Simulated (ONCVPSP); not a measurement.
Plane-wave convergence, ONCV potential for beryllium

beryllium (Be), optimised norm-conserving Vanderbilt (ONCV), made with ONCVPSP 4.0.1 (PBEsol, scalar-relativistic). Core [He], reference 2s1.75 2p0.25. Waves: 2s: rc 2.05 bohr, ncon 4, nbas 9, qcut 2.9 1/bohr, 2 projectors, debl 2.6 Ha; 2p: rc 4.00 bohr, ncon 4, nbas 8, qcut 2.9 1/bohr, 2 projectors, debl 1.6 Ha; d scattering state at 0.39 Ha: rc 3.45 bohr, ncon 3, nbas 7, qcut 3.1 1/bohr, 2 projectors, debl 0.4 Ha. Local part: polynomial inside 1.75 bohr (lpopt 5, dvloc0 3 Ha). Core correction: polynomial model core, fcfact 0.2.

Question: For each optimised wave give the share of its norm inside rc, the residual kinetic energy above qcut (Ha) and the cutoffs (Ha) for errors of 10, 1, 0.1 and 0.01 mHa per electron.

Answer:

| wave | norm inside rc | residual KE | 10 mHa | 1 mHa | 0.1 mHa | 0.01 mHa |
| --- | --- | --- | --- | --- | --- | --- |
| 2s | 0.355 | 1.2e-03 | 1.0 | 4.4 | 35.8 | 56.4 |
| s projector 2 | 0.168 | 7.5e-02 | 7.6 | 41.4 | 70.5 | 79.4 |
| 2p | 0.744 | 8.5e-06 | 1.9 | 2.8 | 3.6 | 4.3 |
| p projector 2 | 0.330 | 4.7e-03 | 4.0 | 10.8 | 16.6 | 21.7 |
| d projector 1 | 0.274 | 3.4e-06 | 1.4 | 2.4 | 3.5 | 4.3 |
| d projector 2 | 0.421 | 1.6e-04 | 2.4 | 3.7 | 5.4 | 7.8 |

The occupied waves need 4.4 Ha and 36 Ha for 1 and 0.1 mHa. The cutoffs count occupied waves only; projector 2 of the s channel, the hardest unoccupied one, needs 41 Ha at the loose tolerance.
